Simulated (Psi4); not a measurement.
Cl₄Sn (SMILES [Cl][Sn]([Cl])([Cl])[Cl]), singlet, at a GFN2-xTB geometry (such geometries of metal compounds can be far from the true shape) (core potentials on Sn). Base run: B3LYP/def2-SVP (Psi4).

Input for Psi4:
```
memory 2 GB

molecule {
0 1
  Cl   -1.80032643   -0.84416493   -1.18851803
  Sn    0.00000000    0.00000000   -0.00000000
  Cl   -0.31676548    2.26357933    0.37713794
  Cl    1.94528107   -0.31513236   -1.21775939
  Cl    0.17181084   -1.10428204    2.02913947
}

set basis def2-svp

energy('b3lyp')
print_variables()
```

Variants of this job, named by their change:

```
change                       E (Eh)
----------------------  -----------
base                    -2054.81064
functional = bp86       -2054.97830
functional = mn15               ___
functional = hse06      -2054.16764
functional = blyp       -2054.61186
functional = b3lyp5     -2054.46525
functional = cam-b3lyp  -2054.71857
functional = svwn               ___
functional = bhhlyp     -2054.62129
functional = scan       -2054.93728
functional = m06                ___
functional = m11                ___
functional = revpbe     -2054.39030
```

Q: What belongs in the gaps?

A: 
- functional = mn15, E (Eh): -2053.70999
- functional = svwn, E (Eh): -2050.24973
- functional = m06, E (Eh): -2054.72308
- functional = m11, E (Eh): -2054.45609

Totals shift with the method and basis; they matter in differences.
